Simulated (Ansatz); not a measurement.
Relaxation of ClFGeH$_{2}$O$_{2}$ (7 atoms, charge 0, multiplicity 1), to a largest force component of 0.02 eV/Å in at most 40 steps.

The calculation used RKS BHLYP-D4/def2-SVP in Ansatz.

```xyz
7
Properties=species:S:1:pos:R:3
Ge 0.000 0.000 0.000
O 0.000 0.000 1.770
H -0.909 -0.281 2.107
O 1.669 0.000 -0.589
H 1.986 -0.952 -0.706
F -0.791 1.371 -0.559
Cl -1.046 -1.812 -0.739
```

Question: Where does it end, and by what steps?

Answer: The run converged. After 7 steps the energy has fallen by 0.293 eV; H3 moved furthest, 0.20 Å.

| step | energy less start (eV) | largest force component (eV/Å) | accepted |
| --- | --- | --- | --- |
| 0 | 0.0000 | 2.381 | yes |
| 1 | -0.2458 | 0.697 | yes |
| 2 | -0.2789 | 0.221 | yes |
| 3 | -0.2861 | 0.133 | yes |
| 4 | -0.2906 | 0.192 | yes |
| 5 | -0.2924 | 0.026 | yes |
| 6 | -0.2930 | 0.066 | yes |
| 7 | -0.2931 | 0.011 | yes |

```xyz
7
Properties=species:S:1:pos:R:3
Ge -0.007 -0.103 0.003
O -0.014 -0.133 1.734
H -0.874 -0.094 2.148
O 1.613 -0.026 -0.585
H 2.059 -0.865 -0.687
F -0.800 1.310 -0.532
Cl -1.070 -1.763 -0.798
```

Whether the end is a true minimum wasn't checked by a vibrational analysis.

Time of the run: 14 s on 4 threads of Arm Neoverse V1, on a shared host, peak memory 0.24 GiB.
